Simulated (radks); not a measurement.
Results of a calculation; reference values are marked as such.
Task: The mean radii <r> (bohr) of the occupied orbitals of an atom or ion are listed with their occupations. Level of theory: non-relativistic Kohn-Sham, PBEsol, spin-polarised, spherical densities, point nucleus (a radial shooting solver on a logarithmic mesh with Libxc functionals).

orbital  occ.     <r>
1s          2  0.1118
2s          2  0.5699
2p          6  0.5370
3s          2   1.956

Name the element and its charge. Open shells, if any, are filled with parallel spins first.

Result: Z = 14, silicon, charge +2: Si2+ in [Ne] 3s2. The 1s radius gives Z: for a bare nucleus <r> = 1.5/Z, 0.1071 bohr for Z = 14, and screening makes it slightly larger (0.1118 here). The occupations add up to 12, and the charge is Z minus that.
